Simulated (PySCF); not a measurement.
PySCF input file for Hf(F)4 anion (F4Hf), SMILES [F][Hf]([F])([F])[F] (connectivity only; charge and spin as stated), charge -1, multiplicity 2, PBE-D3(BJ)/def2-SVPD. Geometry optimised at PBE-D3(BJ)/def2-SVPD. The spin state was assumed, not searched. The isomer is the one that the SMILES or the coordinates give; other isomers of the formula were not compared. The def2 effective core potentials stand for the cores of Hf; spin–orbit coupling is left out.

```python
import numpy as np
from pyscf import gto, scf, dft, df
from pyscf.hessian import thermo

mol = gto.M(
    atom='''
    Hf   -0.00000000    0.00000000    0.00000000
    F     1.34949482   -1.34949482   -0.57790491
    F     1.34949482    1.34949482    0.57790491
    F    -1.34949482   -1.34949482    0.57790491
    F    -1.34949482    1.34949482   -0.57790492
    ''',
    basis='def2-SVPD',
    ecp={'Hf': 'def2-svp'},
    charge=-1,
    spin=1,
    max_memory=1600,
    verbose=3,
)
mf = dft.UKS(mol, xc='pbe').density_fit(auxbasis='def2-universal-jkfit')
mf.disp = 'd3bj'
mf.grids.level = 3
mf.conv_tol = 1e-11
mf.max_cycle = 100
mf.kernel()
fine, coarse = mf.grids, dft.Grids(mol).set(level=1).build(with_non0tab=True)
for _ in range(3):  # follow internal instabilities
    mf.grids = coarse
    mo, _, stable, _ = mf.stability(return_status=True, nroots=4)
    mf.grids = fine
    if stable:
        break
    mf.kernel(mf.make_rdm1(mo, mf.mo_occ))

# [left out here: the lines that compute and print the analytic Hessian (its translational invariance restored by hand, since the grid's response is missing), thermochemistry and intensities]
```

Output:

```

WARN: HOMO -0.387941664323449 >= LUMO -0.387941664323446

converged SCF energy = -447.135316811016  <S^2> = 0.75118342  2S+1 = 2.0011831
<class 'pyscf.df.df_jk.DFUKS'> wavefunction is stable in the internal stability analysis

WARN: DFTD3 does not support analytical Hessian, using finite difference


WARN: Mole.unit (angstrom) is changed to Bohr

Mode                                 0                   1                   2
Irrep
Freq [cm^-1]                       85.4830            111.3279            138.4835
Reduced mass [au]                  24.5944             18.9984             21.5822
Force const [Dyne/A]                0.1059              0.1387              0.2439
Char temp [K]                     122.9910            160.1761            199.2469
Normal mode                   x     y     z       x     y     z       x     y     z
       0  Hf                 0.00 -0.00  0.04    0.00 -0.00 -0.00   -0.01 -0.03 -0.00
       1   F                -0.03  0.03 -0.09   -0.03  0.03 -0.11    0.10  0.09 -0.02
       2   F                 0.03  0.03 -0.09   -0.03 -0.03  0.11   -0.05  0.03 -0.04
       3   F                -0.03 -0.03 -0.09    0.03  0.03  0.11   -0.05  0.03  0.04
       4   F                 0.03 -0.03 -0.09    0.03 -0.03 -0.11    0.10  0.09  0.02
Mode                                 3                   4                   5
Irrep
Freq [cm^-1]                      138.4835            194.4725            519.4191
Reduced mass [au]                  21.5822             18.9984             22.2755
Force const [Dyne/A]                0.2439              0.4233              3.5409
Char temp [K]                     199.2469            279.8026            747.3284
Normal mode                   x     y     z       x     y     z       x     y     z
       0  Hf                 0.03 -0.01 -0.00    0.00  0.00 -0.00   -0.03 -0.02 -0.00
       1   F                -0.03 -0.05 -0.04    0.08  0.08  0.00    0.02 -0.02 -0.01
       2   F                -0.09  0.10  0.02    0.08 -0.08  0.00    0.10  0.10  0.04
       3   F                -0.09  0.10 -0.02   -0.08  0.08 -0.00    0.10  0.10 -0.04
       4   F                -0.03 -0.05  0.04   -0.08 -0.08 -0.00    0.02 -0.02  0.01
Mode                                 6                   7                   8
Irrep
Freq [cm^-1]                      519.4191            519.6916            552.3313
Reduced mass [au]                  22.2755             19.7756             18.9984
Force const [Dyne/A]                3.5409              3.1468              3.4148
Char temp [K]                     747.3285            747.7206            794.6818
Normal mode                   x     y     z       x     y     z       x     y     z
       0  Hf                -0.02  0.03 -0.00   -0.00  0.00  0.02    0.00 -0.00 -0.00
       1   F                 0.10 -0.10 -0.04    0.07 -0.07 -0.04   -0.08  0.08  0.04
       2   F                -0.02 -0.02 -0.01   -0.07 -0.07 -0.04   -0.08 -0.08 -0.04
       3   F                -0.02 -0.02  0.01    0.07  0.07 -0.04    0.08  0.08 -0.04
       4   F                 0.10 -0.10  0.04   -0.07  0.07 -0.04    0.08 -0.08  0.04
temperature 298.1500 [K]
pressure 101325.00 [Pa]
Rotational constants [GHz] 3.08582 3.08582 1.82586
Symmetry number 4
Zero-point energy (ZPE) 0.00633 [Eh]   16622.779 [J/mol]
                           tot       elec      trans        rot        vib
Entropy [J/mol/K]       358.377      5.763    177.829    102.764     72.021
Cv [J/mol/K]             84.907      0.000     12.472     12.472     59.963
Cp [J/mol/K]             93.221      0.000     20.786     12.472     59.963
Internal energy [J/mol]                      3718.434   3718.434  27626.091
Internal energy [Eh]   -447.12196  -447.13532
Enthalpy [J/mol]                             6197.391   3718.434  27626.091
Enthalpy [Eh]          -447.12102
Gibbs free energy [J/mol]                  -46822.463 -26920.696   6153.117
Gibbs free energy [Eh] -447.16171
mode   freq/cm-1   IR/(km/mol)
   1       85.48         0.731
   2      111.33         0.000
   3      138.48        15.689
   4      138.48        15.689
   5      194.47         0.000
   6      519.42       187.475
   7      519.42       187.475
   8      519.69        25.968
   9      552.33         0.000
max |gradient| / (hartree/bohr): 5.864337659749844e-05
APT charges: [ 1.388 -0.597 -0.597 -0.597 -0.597]
```

The calculation finished and met its thresholds.
